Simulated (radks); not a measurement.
Question: Species: Re LII. Configuration: [Ar] 3d6. Method: Dirac Kohn-Sham, LB94 model potential, spin-unpolarised, spherical densities, finite nucleus; open shells fill j = l - 1/2 first; Fermi nuclear charge, rms radius 5.3698 fm; computed with a radial shooting solver on a logarithmic mesh with Libxc functionals. Some entries of the table are withheld. Estimate them.

| orbital | occ. | eigenvalue (eV) | r(max) (bohr) |
|---|---|---|---|
| 1s1/2 | 2 | -74927.98 | 0.01123 |
| 2s1/2 | 2 | (1) | 0.06454 |
| 2p1/2 | 2 | (2) | (3) |
| 2p3/2 | 4 | (4) | (5) |
| 3s1/2 | 2 | -5695.315 | (6) |
| 3p1/2 | 2 | (7) | (8) |
| 3p3/2 | 4 | (9) | (10) |
| 3d3/2 | 4 | -4801.353 | 0.1384 |
| 3d5/2 | 2 | -4722.451 | 0.1420 |

Answer: 
(1) 2s1/2 eigenvalue (eV): -15539.76
(2) 2p1/2 eigenvalue (eV): -15035.26
(3) 2p1/2 r(max) (bohr): 0.04782
(4) 2p3/2 eigenvalue (eV): -13571.85
(5) 2p3/2 r(max) (bohr): 0.05476
(6) 3s1/2 r(max) (bohr): 0.1782
(7) 3p1/2 eigenvalue (eV): -5482.747
(8) 3p1/2 r(max) (bohr): 0.1660
(9) 3p3/2 eigenvalue (eV): -5134.937
(10) 3p3/2 r(max) (bohr): 0.1793
